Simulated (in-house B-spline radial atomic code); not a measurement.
Radial electron density of Hg VIII (Hg7+), [Xe] 4f14 5d5. Computed with an all-electron radial atomic-structure program (B-spline basis): scalar-relativistic (X2C) B3LYP, spin-polarised, spherical fractional occupations, exact exchange averaged over the configuration, Fermi nucleus of rms radius 5.4648 fm.

One-electron X2C: radii and densities carry no picture-change correction, so inner-shell <1/r> comes out high (for 1s by about 2 % at Z = 33, 5 % at 54, 10 % at 75, 30 % at 118) and <r> low.

Columns: r (bohr), 4πr²n(r) (electrons per bohr), bar.

```
0.000308    3.915 #
0.000379    5.181 ##
0.000466    6.822 ##
0.000573    8.949 ###
0.000706    11.72 ###
0.000868    15.23 ####
 0.00107    19.74 ######
 0.00131    25.21 #######
 0.00162     32.3 ##########
 0.00199    40.63 ############
 0.00245    50.58 ###############
 0.00302    62.03 ##################
 0.00371    74.36 ######################
 0.00457    87.21 ##########################
 0.00562    99.21 #############################
 0.00692      109 ################################
 0.00851    114.9 ##################################
  0.0105    115.6 ##################################
  0.0129    111.3 #################################
  0.0159      104 ###############################
  0.0195    98.33 #############################
   0.024     99.6 #############################
  0.0296    111.5 #################################
  0.0364    130.8 #######################################
  0.0448    147.4 ############################################
  0.0551      149 ############################################
  0.0678    134.2 ########################################
  0.0834    118.2 ###################################
   0.103    120.1 ###################################
   0.126    135.6 ########################################
   0.155    137.4 #########################################
   0.191    110.1 #################################
   0.235    81.13 ########################
    0.29    80.47 ########################
   0.357    91.78 ###########################
   0.439    81.88 ########################
    0.54    54.06 ################
   0.664    32.53 ##########
   0.818    23.69 #######
    1.01    18.28 #####
    1.24    11.47 ###
    1.52    5.315 ##
    1.88    1.654 
    2.31   0.3526 
    2.84  0.04484 
    3.49 0.002964 
     4.3 8.192e-05
```

On this grid the curve has 4 maxima, near 0.0105, 0.0551, 0.155, 0.357 bohr.

The 5p down radial function P(r) = rR(r), positive near the nucleus:

| r (bohr) | P |
| --- | --- |
| 0.000466 | 0.001306 |
| 0.000706 | 0.00233 |
| 0.00107 | 0.004229 |
| 0.00162 | 0.007787 |
| 0.00245 | 0.01447 |
| 0.00371 | 0.02703 |
| 0.00562 | 0.05006 |
| 0.00851 | 0.0903 |
| 0.0129 | 0.1548 |
| 0.0195 | 0.2409 |
| 0.0296 | 0.3166 |
| 0.0448 | 0.2894 |
| 0.0678 | 0.04634 |
| 0.103 | -0.3423 |
| 0.155 | -0.3877 |
| 0.235 | 0.2445 |
| 0.357 | 0.6398 |
| 0.54 | -0.2066 |
| 0.818 | -1.145 |
| 1.24 | -0.8928 |
| 1.88 | -0.2492 |
| 2.84 | -0.02092 |
